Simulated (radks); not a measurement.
The numbers below are computed, except where a source is named.
Ionisation of C, [He] 2s2 2p2, to C+, [He] 2s2 2p1, under several functionals. Dirac Kohn-Sham, spin-unpolarised, spherical densities, point nucleus; open shells fill j = l - 1/2 first; a radial shooting solver on a logarithmic mesh with Libxc functionals.

| functional | E(C) (hartree) | Exc (hartree) | IE (eV) | -e(HOMO) (eV) | <r> HOMO (bohr) | IE error (eV) |
|---|---|---|---|---|---|---|
| PBEsol | -37.59379 | -4.89499 | 10.792 | 5.236 | 1.799 | -0.468 |
| B86b exchange with PBE correlation | -37.80544 | -5.12167 | 10.898 | 5.311 | 1.795 | -0.362 |
| HCTH/407 | -37.80554 | -5.12098 | 11.004 | 5.451 | 1.812 | -0.257 |
| exchange-only PBE | -37.61021 | -4.91065 | 10.079 | 4.581 | 1.842 | -1.182 |

NIST Atomic Spectra Database: 11.260 eV (measured). Closest: HCTH/407. The Delta-SCF values span 0.93 eV, the total energies 0.21 hartree. The highest occupied level is 2p1/2. Spin polarisation and multiplet splitting are left out, so open shells lie too high by an amount that depends on their filling.

Beside tabulated values, note that spin-unpolarised runs miss the spin-polarisation part of the exchange energy of open shells.
